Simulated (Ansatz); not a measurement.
Compare A (`CC(C)[Si]N`) with its isomer B (`C[Si]N(C)C`).

Calculated with Ansatz (gas phase, PBE0-D4/def2-TZVP geometries, no zero-point term in ΔE). CBS: MP2 limit from def2 TZ/QZ plus the TZ coupled-cluster correction, frozen cores. Functionals use def2-TZVPP. One conformer a species, not always the lowest.

A:

Z-matrix (Å, degrees):
```
C
C 1 1.520
H 1 1.096 2 111.3
H 1 1.096 2 111.4 3 118.8
H 1 1.094 2 112.2 3 -121.1
C 2 1.531 1 111.4 3 -62.5
Si 2 1.926 1 118.5 3 63.4
H 2 1.102 1 108.5 3 -179.9
H 6 1.095 2 111.1 1 61.3
H 6 1.095 2 111.3 1 -58.1
H 6 1.094 2 112.1 1 -178.7
N 7 1.707 2 100.8 1 -2.5
H 12 1.010 7 126.5 2 0.4
H 12 1.008 7 121.4 2 -179.5
```

B:

Z-matrix (Å, degrees):
```
C
Si 1 1.908
H 1 1.093 2 109.3
H 1 1.096 2 112.2 3 119.2
H 1 1.096 2 112.3 3 -119.3
N 2 1.719 1 101.5 3 179.9
C 6 1.449 2 118.4 1 180.0
C 6 1.444 2 129.9 1 0.0
H 7 1.097 6 111.1 2 -120.0
H 7 1.092 6 109.9 2 0.0
H 7 1.097 6 111.1 2 120.1
H 8 1.097 6 110.8 2 -120.5
H 8 1.088 6 111.2 2 -0.0
H 8 1.097 6 110.8 2 120.5
```

Q: Which is lower in electronic energy at CCSD(T)/CBS, and by how much? (Best estimate.)

A: Ansatz gave: A, by 46.6 kJ/mol.

Q: Give E(B) − E(A) in kJ/mol with CCSD(T)/def2-SVP, LDA (SPW92), B2PLYP, MP2/def2-TZVPP, CCSD/def2-TZVPP, r2SCAN-D4, PBE-D4. (An estimate is asked.)

A: The calculation gave: CCSD(T)/def2-SVP 36.8, LDA (SPW92) 38.6, B2PLYP 41.2, MP2/def2-TZVPP 46.2, CCSD/def2-TZVPP 44.5, r2SCAN-D4 42.0, PBE-D4 39.8. None reverses the order clearly.

Q: Does the order hold for the free energy at 298.15 K (harmonic terms from PBE0-D4)? (Best estimate.)

A: Computed: Yes: G(B) − G(A) = +45.4 kJ/mol, for one conformer each. Modes under 60 cm⁻¹, often nearly free rotors, make the harmonic entropy too high.

Largest T1 diagnostic: 0.014.

At CCSD(T), def2-SVP lies −9.7 kJ/mol from the extrapolated value and def2-TZVPP −3.2 kJ/mol. From BLYP to BHLYP (50 % exact exchange), in def2-TZVPP and without D4, E(B) − E(A) moves by +6.1 kJ/mol.
